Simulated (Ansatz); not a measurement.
Isolated molecules relaxed with PBE0-D4/def2-TZVP in Ansatz; ΔE leaves out vibrations. CCSD(T)/CBS is the MP2 limit (def2-TZVPP, def2-QZVPP) plus CCSD(T) − MP2 in def2-TZVPP, frozen cores. DFT in def2-TZVPP. Elements past krypton have def2 core potentials. For Br, Ge, In outer-core shells are correlated without core-valence functions, which leaves a few kJ/mol of doubt a bond. Scalar relativity is left out up to krypton. Each species was taken in one conformer, which may not be the lowest.

`[F][Al]([Cl])[GeH3]` + `[CH3][In]([NH2])[Br]` → `[CH3][In]([NH2])[GeH3]` + `[F][Al]([Cl])[Br]`  (redistribution)

**Question.** Is it downhill or uphill in electronic energy at CCSD(T)/CBS, and by how much? (An estimate is asked.)

**Answer.** Computed: Downhill: ΔE = -0.27 eV.

**Question.** What do these levels give: LDA (SPW92), PBE-D4, PBE0-D4, BHLYP-D4, CAM-B3LYP-D4, PBE, revPBE, BHLYP, LC-ωPBE, RPA@PBE/def2-TZVPP, CCSD(T)/def2-TZVPP, HF/CBS(def2)? (An estimate is asked.)

**Answer.** Computed: LDA (SPW92) -0.24, PBE-D4 -0.20, PBE0-D4 -0.22, BHLYP-D4 -0.23, CAM-B3LYP-D4 -0.24, PBE -0.19, revPBE -0.18, BHLYP -0.22, LC-ωPBE -0.23, RPA@PBE/def2-TZVPP -0.26, CCSD(T)/def2-TZVPP -0.27, HF/CBS(def2) -0.17 eV.

Largest T1 diagnostic among the species: 0.013.

In def2-TZVPP, CCSD(T) changes the Hartree–Fock value by −0.10 eV (the triples alone add −0.00 eV) and MP2 by −0.16 eV. Leaving LDA and LC-ωPBE aside and taking each functional with its dispersion term where it has one, the values, not all of them listed here, spread over 0.06 eV, from ωB97M-V to PBE-D4. LDA lies −0.05 eV from PBE without D4.
